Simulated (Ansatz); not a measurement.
`C[CH2][Sn][O]C(C)(C)C` at its PBE0-D4/def2-TZVP geometry, where that method's forces vanish. Total charge 0; spin multiplicity 1. Sn: def2 effective core potential.

```xyz
22

C     1.5158   -0.3187   -2.7112
C     2.6137    0.1301   -1.7591
Sn    2.2046   -0.0924    0.3841
O     0.2517    0.0823    0.0777
C    -0.8423    0.0596    0.9699
C    -1.6428    1.3346    0.7286
C    -0.4031   -0.0087    2.4267
C    -1.6867   -1.1621    0.6235
H     0.5685    0.1692   -2.4771
H     1.7654   -0.0979   -3.7545
H     1.3407   -1.3960   -2.6428
H     2.8251    1.2011   -1.8891
H     3.5613   -0.3813   -1.9647
H    -2.5433    1.3611    1.3476
H    -1.9377    1.3954   -0.3207
H    -1.0346    2.2113    0.9640
H    -1.2699   -0.0128    3.0918
H     0.1746   -0.9171    2.6209
H     0.2188    0.8526    2.6876
H    -1.9768   -1.1273   -0.4283
H    -2.5912   -1.2064    1.2354
H    -1.1120   -2.0767    0.7897
```

Task: What forces (eV/Å) does PBE-D4/def2-TZVPP give on these atoms in Ansatz 0.2.0? (Estimate.)

Result: Ansatz gave: 
```
C1   0.022  0.004 -0.005
C2  -0.016 -0.009 -0.091
Sn3  0.521 -0.074  0.395
O4  -0.115  0.055 -0.487
C5  -0.162 -0.008  0.246
C6  -0.041  0.074 -0.024
C7  -0.001 -0.004  0.077
C8  -0.044 -0.071 -0.030
H9  -0.201  0.094  0.031
H10  0.033  0.040 -0.213
H11 -0.043 -0.210  0.007
H12  0.051  0.203 -0.013
H13  0.187 -0.094 -0.019
H14 -0.173  0.009  0.115
H15 -0.066  0.022 -0.207
H16  0.112  0.175  0.045
H17 -0.169 -0.001  0.146
H18  0.116 -0.171  0.040
H19  0.124  0.162  0.053
H20 -0.066 -0.003 -0.209
H21 -0.175 -0.011  0.113
H22  0.107 -0.181  0.031
```
